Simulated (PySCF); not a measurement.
CHS, neutral, multiplicity 2. Atoms are numbered in the order given.

```xyz
3

S     -0.0960    -0.4070     0.0000
C      0.0549     1.2277     0.0000
H      1.2063    -0.8537     0.0000
```
Charge 0, spin multiplicity 2.

Geometry: B3LYP-D3(BJ)/def2-TZVPD.

All values below come from CAM-B3LYP/def2-TZVPD (PySCF).

Mulliken values depend strongly on the basis, most of all with diffuse functions as here. ESP charges are fitted to the potential on shells at 1.4 to 2.0 van der Waals radii. Atomic charges (e):

```tsv
atom	Mulliken	ESP fit	meta-Löwdin	Mulliken spin
S1	-0.04	0.12	0.25	-0.03
C2	-0.12	-0.28	-0.33	0.90
H3	0.17	0.16	0.08	0.13
```
